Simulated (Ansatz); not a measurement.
Computed with Ansatz on PBE0-D4/def2-TZVP structures; ΔE is electronic, products minus reactants. CBS: MP2 limit from def2 TZ/QZ plus the TZ coupled-cluster correction, frozen cores. This one scheme is used for every species. DFT in def2-TZVPP. B3LYP here is the variant with VWN-RPA as its local correlation; programs differ in this. One conformer a species, not always the lowest.

Consider the ligand exchange at the Si–N bond: `[SiH3][N]1[CH2][AlH]1` + `CCS` → `CCS[SiH3]` + `[CH2]1[NH][AlH]1`.

Task: Is it downhill or uphill in electronic energy at CCSD(T)/CBS, and by how much? (An estimate is asked.)

Result: Computed: Uphill: ΔE = +15.5 kJ/mol.

Task: What do these levels give: r2SCAN, PBE0, B3LYP, HF/def2-TZVPP, CCSD/def2-TZVPP, HF/CBS(def2)? (An estimate is asked.)

Result: The calculation gave: r2SCAN 12.3, PBE0 9.1, B3LYP 17.4, HF/def2-TZVPP 28.3, CCSD/def2-TZVPP 21.1, HF/CBS(def2) 29.4 kJ/mol.

Largest T1 diagnostic among the species: 0.015.

From BLYP to BHLYP (50 % exact exchange), in def2-TZVPP and without D4, ΔE moves by +6.0 kJ/mol. In def2-TZVPP, CCSD(T) changes the Hartree–Fock value by −9.1 kJ/mol (the triples alone add −1.8 kJ/mol) and MP2 by −9.6 kJ/mol. Leaving LDA and LC-ωPBE aside and taking each functional with its dispersion term where it has one, the values, not all of them listed here, spread over 15.6 kJ/mol, from PBE-D4 to BHLYP-D4.
